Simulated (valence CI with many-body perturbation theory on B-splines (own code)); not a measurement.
# P XI: what each term of the Hamiltonian does

Calculated by configuration interaction combined with many-body perturbation theory (CI+MBPT): three valence electrons over a frozen Dirac-Fock core [He], radial functions for each j: 11 s, 11 p, 9 d, 7 f, 5 g, 2 h, 1 i, with the one-electron correlation potential Σ1 (screened to all orders), the two-electron term Σ2, the three-electron term Σ3, Breit, model QED; selected single and double excitations, second order for the rest, scaled by the run's own slope (own B-spline code, finite nucleus).

No measured levels were compared; by estimate levels of excited configurations hold to 0.05 to 0.15 % of their energy, terms of the ground configuration to about 0.5 %.

Each rung adds one term. CI alone is the Dirac-Coulomb CI over the frozen core; QED comes last and gives the full result, which names the levels. Energies are above 2s²2p ²P°_1/2 on the same rung, in cm⁻¹.

```tsv
Level	CI alone	+ Σ1	+ Σ2	+ Σ3	+ Breit	Full
2s²2p ²P°_3/2	10243	10280	10278	10277	9674	9701
2s2p² ⁴P_1/2	178418	177317	177211	177293	177515	177080
2s2p² ⁴P_3/2	182091	181004	180898	180980	180991	180566
2s2p² ⁴P_5/2	187690	186624	186518	186598	185930	185518
2s2p² ²D_3/2	319265	318222	317734	317577	317289	316863
2s2p² ²D_5/2	319533	318492	318003	317847	317396	316971
2s2p² ²S_1/2	405286	404272	404045	403713	403914	403482
2s2p² ²P_1/2	430889	429818	427774	427481	427511	427064
2s2p² ²P_3/2	436705	435647	433496	433207	432748	432312
2p³ ⁴S°_3/2	564463	562243	560089	559887	559819	558927
2p³ ²D°_3/2	636833	634661	633031	632833	632926	632035
2p³ ²D°_5/2	637544	635376	633747	633551	633121	632233
2p³ ²P°_1/2	714460	712385	710759	710503	710663	709797
2p³ ²P°_3/2	715750	713684	712057	711802	711731	710872
2s²3s ²S_1/2	2173550	2175460	2175100	2174900	2173860	2174040
2s²3p ²P°_1/2	2262330	2263980	2263620	2263420	2262550	2262590
2s²3p ²P°_3/2	2265100	2266770	2266400	2266200	2265150	2265190
2s²3d ²D_3/2	2347330	2349310	2348890	2348690	2347510	2347570
2s²3d ²D_5/2	2348060	2350040	2349620	2349420	2348210	2348270
```

Task: How does the ionisation energy move along the ladder, and which term matters most?

Result: CI alone 479.36, + Σ1 479.62, + Σ2 479.57, + Σ3 479.54, + Breit 479.39, + QED 479.40 eV. The largest step is Σ1, 0.26 eV. NIST lists 479.44 ± 0.05 eV (semi-empirical).
